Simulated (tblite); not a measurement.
C3H11N2OSi (doublet state).
Z-matrix (Å and degrees, GFN2-xTB geometry), rows numbered from 1:
```
C 
C   1  1.5267
C   2  1.5249  1  111.56
O   2  1.4007  1  108.04  3  -121.54
Si  4  1.6161  2  127.14  1  -162.79
N   5  1.6906  4  112.48  2   -58.90
N   5  1.7472  4   99.70  2  -176.64
H   1  1.0869  2  109.89  3   179.45
H   1  1.0872  2  109.71  3    60.16
H   1  1.0864  2  110.23  3   -60.21
H   2  1.1006  1  109.15  3   120.23
H   3  1.0869  2  109.72  1   -57.04
H   3  1.0872  2  109.05  1  -175.61
H   3  1.0865  2  110.58  1    63.69
H   5  1.4675  4  110.72  2    73.25
H   6  1.0068  5  123.90  4   166.24
H   7  1.0068  5  116.86  4    33.18
H   7  1.0049  5  117.63  4   168.37
```

Calculated harmonic vibrations of the isolated species, GFN2-xTB (tblite), most abundant isotopes, no scaling. The method is semi-empirical: single wavenumbers can be off by several per cent or more. Modes of hydrogen on silicon can be 10 to 20 % off. One conformer, not necessarily the lowest. Open shells enter through the occupations alone, without spin polarisation, and single modes of such species can be off by tens of per cent.

Harmonic wavenumbers (cm⁻¹): 37.5, 72.6, 112.2, 152.2, 181.2, 189.5, 207.6, 229.3, 247.0, 271.6, 333.2, 429.1, 466.5, 555.5, 642.4, 673.3, 731.2, 739.4, 795.8, 830.8, 914.3, 939.6, 963.8, 971.3, 1056.8, 1145.6, 1164.1, 1177.6, 1323.4, 1335.4, 1389.2, 1401.8, 1470.2, 1480.1, 1486.1, 1491.2, 1498.0, 2177.1, 2850.0, 3035.0, 3037.8, 3041.2, 3044.1, 3045.4, 3046.5, 3473.5, 3485.8, 3538.3.

A = 3720, B = 1377, C = 1109 MHz; mass 119.064 u (most abundant isotopes); point group C1, symmetry number 1; spin multiplicity 2.

**Question.** Zero-point energy?

**Answer.** Half the sum of the wavenumbers: 31441 cm⁻¹ = 89.89 kcal/mol.

**Question.** What is S at 200 K and 1 bar for an ideal gas of classical rigid rotors and harmonic oscillators?

**Answer.** Translation 38.28, rotation 27.24, vibration 22.04, spin (R ln 2) 1.38: S = 88.9 cal/(mol K).

**Question.** And Cp and H(200 K) − H(0)?

**Answer.** Cp = 31.27 cal/(mol K), of which vibrations give 23.32 (their classical limit is 48 R = 95.4); H(200 K) − H(0) = 4.01 kcal/mol without the zero-point energy, 2.42 from vibrations.

**Question.** Which modes carry the vibrational entropy at 200 K?

**Answer.** 37.5 cm⁻¹: 4.60; 72.6 cm⁻¹: 3.30; 112.2 cm⁻¹: 2.47; 152.2 cm⁻¹: 1.90; 181.2 cm⁻¹: 1.60; 189.5 cm⁻¹: 1.52 cal/(mol K); the other 42 give 6.66 together.

**Question.** What must be added to the electronic energy to get the Gibbs energy at 200 K and 1 bar?

**Answer.** ZPE + [H(200 K) − H(0)] − T·S = 89.89 + 4.01 − 17.79 = 76.11 kcal/mol.

**Question.** Blend soft modes into free rotors: weight 1/[1 + (100 cm⁻¹/ν̃)⁴] for the oscillator and the rest for a rotor with moment μB/(μ + B), μ = h/(8π²ν), B = 10⁻⁴⁴ kg m². What vibrational entropy results?

**Answer.** 20.57 cal/(mol K) in place of 22.04, which changes −T·S at 200 K by +0.29 kcal/mol.

Hindered rotation and anharmonicity are outside this model. Other conformers, if any are populated, would add a mixing term that is left out. The structure is chiral; the term R ln 2 for an equal mix with its mirror image is left out.

On one thread of an AMD EPYC 9R45, on a shared host, this took 0.51 s wall. This covers the Hessian and the dipole derivatives.
